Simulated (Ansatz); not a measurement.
The cluster SiMo₂⁺. The state is a doublet with charge 1. Geometry r2SCAN-D4/def2-TZVP, that of the neutral singlet; atoms count from 1.

Cartesian coordinates in Å:
```
Mo 0.955 0.703 -0.351
Mo -0.920 0.161 -0.810
Si -0.035 -0.864 1.161
```

In the def2 sets Mo takes a core potential; there is no spin–orbit coupling. The charge 1 doublet is spin-contaminated (final ⟨S²⟩ up to 1.58, 0.75 for a pure state). The structure comes from a short search, and lower isomers may exist.

Question: Estimate the Mulliken populations from the PBE0/def2-TZVP orbitals of Ansatz.

Answer: 
```tsv
atom	charge (e)	spin (α − β)	d electrons
Mo1	0.56	-1.52	4.84
Mo2	0.41	2.11	4.83
Si3	0.03	0.41	–
```
Mulliken values and Mayer orders depend strongly on the basis.

Question: Where does the spin sit?

Answer: Summed by element: Mo 0.59, Si 0.41, of 1 unpaired in all. Largest on single atoms: Mo2 2.11, Mo1 -1.52, Si3 0.41.

Question: And the Mayer bond orders between bonded heavy atoms (over 0.3)?

Answer: Mo1–Mo2 3.48 (2.01 Å); Mo1–Si3 1.43 (2.39 Å); Mo2–Si3 1.31 (2.39 Å).
